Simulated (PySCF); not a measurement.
C$_{2}$H$_{9}$AlOSi, charge -1, quartet, geometry from GFN2-xTB of the parent state (such geometries of metal compounds can be far from the true shape) (a state made from the parent by changing its charge; the spin is typed, not shown lowest) (in this run its highest filled SCF level lies above zero, so its values depend strongly on the basis, on diffuse functions most of all); DF-BLYP/pcseg-1 run with PySCF.

Here is a job for PySCF.
```python
from pyscf import gto, scf, dft

mol = gto.M(
    atom='''
Al   -0.348811    1.109574    0.025886
C     1.575079    1.935325    0.018947
H     2.313334    1.445103    0.669354
H     1.540882    2.984745    0.342838
H     2.023364    1.947412   -0.984531
C    -0.912952    1.103268    2.042014
H    -1.891134    0.628752    2.203298
H    -1.015924    2.132324    2.413262
H    -0.221155    0.602930    2.734474
O    -0.225424   -0.596252   -0.522581
Si   -0.031553   -2.121726   -0.908719
H    -0.907941   -3.004335   -0.110693
H     1.354672   -2.596952   -0.734888
H    -0.389186   -2.321813   -2.332683
''',
    basis='pcseg-1',
    charge=-1,
    spin=3,
    verbose=3,
)

mf = dft.UKS(mol)
mf.xc = 'blyp'
mf = mf.density_fit(auxbasis='def2-universal-jkfit')
mf.kernel()
mf.analyze()
```

The log (banner, timings and long lists left out):

```
converged SCF energy = -688.552138117848  <S^2> = 3.7527381  2S+1 = 4.0013688
**** MO energy ****
                             alpha | beta                alpha | beta
MO #1   energy= -65.3017547761006  | -65.3013406660561  occ= 1 | 1
MO #2   energy= -55.2715726771058  | -55.2693749825648  occ= 1 | 1
MO #3   energy= -18.6026121926465  | -18.5933627363627  occ= 1 | 1
MO #4   energy= -9.77433391974983  | -9.7686795601427   occ= 1 | 1
MO #5   energy= -9.77397551149035  | -9.7684942678951   occ= 1 | 1
MO #6   energy= -4.89265748747769  | -4.89217880546655  occ= 1 | 1
MO #7   energy= -3.77077200764794  | -3.7682054749437   occ= 1 | 1
MO #8   energy= -3.31473791781875  | -3.31366653824784  occ= 1 | 1
MO #9   energy= -3.31359997094914  | -3.3131747695123   occ= 1 | 1
MO #10  energy= -3.31287739408008  | -3.31252161156822  occ= 1 | 1
MO #11  energy= -2.38338043278492  | -2.38079855308087  occ= 1 | 1
MO #12  energy= -2.38321041730647  | -2.38067936397346  occ= 1 | 1
MO #13  energy= -2.38261418855942  | -2.37856803816034  occ= 1 | 1
MO #14  energy= -0.7224999937762   | -0.703543090017238 occ= 1 | 1
MO #15  energy= -0.4835916234358   | -0.472565457386759 occ= 1 | 1
MO #16  energy= -0.475644748557145 | -0.46508739156368  occ= 1 | 1
MO #17  energy= -0.32317118122127  | -0.313660554025998 occ= 1 | 1
MO #18  energy= -0.229352515067863 | -0.217923150718069 occ= 1 | 1
MO #19  energy= -0.219739919215305 | -0.213669417467829 occ= 1 | 1
MO #20  energy= -0.217700056552181 | -0.211563457208771 occ= 1 | 1
MO #21  energy= -0.21170321523823  | -0.205988253402992 occ= 1 | 1
MO #22  energy= -0.209463489626519 | -0.203906566246264 occ= 1 | 1
MO #23  energy= -0.179630098169907 | -0.159448253555449 occ= 1 | 1
MO #24  energy= -0.170205334534791 | -0.15840170802921  occ= 1 | 1
MO #25  energy= -0.159741038955855 | -0.13831151608472  occ= 1 | 1
MO #26  energy= -0.119333687513782 | -0.0973846080110472 occ= 1 | 1
MO #27  energy= -0.0980638722803473 | -0.0857399758987554 occ= 1 | 1
MO #28  energy= -0.0943579503246177 | -0.0690503227005923 occ= 1 | 0
MO #29  energy= 0.0234137765557723 | 0.0759617739853944 occ= 1 | 0
MO #30  energy= 0.138547562720293  | 0.152557578831078  occ= 1 | 0
MO #31  energy= 0.145677264349049  | 0.159668008836575  occ= 0 | 0
MO #32  energy= 0.14894120298176   | 0.161343611113981  occ= 0 | 0
MO #33  energy= 0.17815111894335   | 0.190612175477945  occ= 0 | 0
MO #34  energy= 0.190705954173767  | 0.198539471668801  occ= 0 | 0
MO #35  energy= 0.205372352522758  | 0.213308510612853  occ= 0 | 0
MO #36  energy= 0.20873364058869   | 0.216716613061416  occ= 0 | 0
MO #37  energy= 0.211898018252415  | 0.218941847573393  occ= 0 | 0
MO #38  energy= 0.220176118015865  | 0.226072249133993  occ= 0 | 0

To work with the spin densities directly, `use mulliken_meta_spin()` only printing them here.

 ** Mulliken spin pop alpha/beta on meta-lowdin orthogonal AOs **
 ** Mulliken Spin Density (per atom)  **
spin density of  0 Al =      1.01472
spin density of  1 C =      0.33963
spin density of  2 H =      0.02835
spin density of  3 H =      0.02592
spin density of  4 H =      0.02010
spin density of  5 C =      0.35050
spin density of  6 H =      0.02334
spin density of  7 H =      0.02878
spin density of  8 H =      0.02905
spin density of  9 O =      0.46177
spin density of  10 Si =      0.56266
spin density of  11 H =      0.07701
spin density of  12 H =      0.01856
spin density of  13 H =      0.01961
 ** Mulliken pop alpha/beta on meta-lowdin orthogonal AOs **
 ** Mulliken atomic charges   ( Nelec_alpha | Nelec_beta ) **
charge of  0Al =      0.28023  (     6.86725      5.85253 )
charge of  1C =     -0.46351  (     3.40157      3.06194 )
charge of  2H =      0.08029  (     0.47403      0.44568 )
charge of  3H =      0.07091  (     0.47750      0.45159 )
charge of  4H =      0.08697  (     0.46656      0.44647 )
charge of  5C =     -0.46161  (     3.40606      3.05556 )
charge of  6H =      0.08486  (     0.46924      0.44590 )
charge of  7H =      0.06947  (     0.47966      0.45088 )
charge of  8H =      0.07913  (     0.47496      0.44591 )
charge of  9O =     -0.73914  (     4.60046      4.13868 )
charge of  10Si =      0.27211  (     7.14528      6.58261 )
charge of  11H =     -0.09817  (     0.58759      0.51058 )
charge of  12H =     -0.12565  (     0.57210      0.55355 )
charge of  13H =     -0.13589  (     0.57775      0.55814 )

WARN: System has nonzero charge -1; the dipole moment is origin-dependent.
Location of origin: [0. 0. 0.]

Dipole moment(X, Y, Z, Debye):  0.87913,  3.59095,  2.71311
```
